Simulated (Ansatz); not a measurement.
Species: InCl, charge 0, multiplicity 1. 
Coordinates optimised at B3LYP-D3(BJ)/def2-TZVP (Ansatz, an electronic-structure program):
```xyz
2

In     0.0000     0.0000    -0.6288
Cl     0.0000     0.0000     1.8123
```
Charge 0, spin multiplicity 1.

Basis-set convergence of Hartree-Fock and MP2 correlation energies (hartree) with Ansatz. Correlated levels leave the core frozen unless marked. No spin-orbit coupling. Frozen are the shells of the preceding noble gas and the d and f shells that filled before the atom's block. In def2 rows, elements after Kr have scalar-relativistic effective core potentials.

| basis | functions | E(HF) | E(corr, MP2) |
|---|---|---|---|
| def2-SVP | 44 | -648.64786 | -0.16813 |
| def2-TZVPP | 92 | -648.81186 | -0.23396 |
| def2-QZVPP | 152 | -648.82563 | -0.25765 |

Extrapolating the two largest sets (X = 3 and 4) as X^-3: E(corr) = (64·(-0.25765) - 27·(-0.23396))/37 = -0.2749 Eh, an estimate of the basis-set limit. The largest set recovers 93.7 % of it, the smallest 61.2 %.
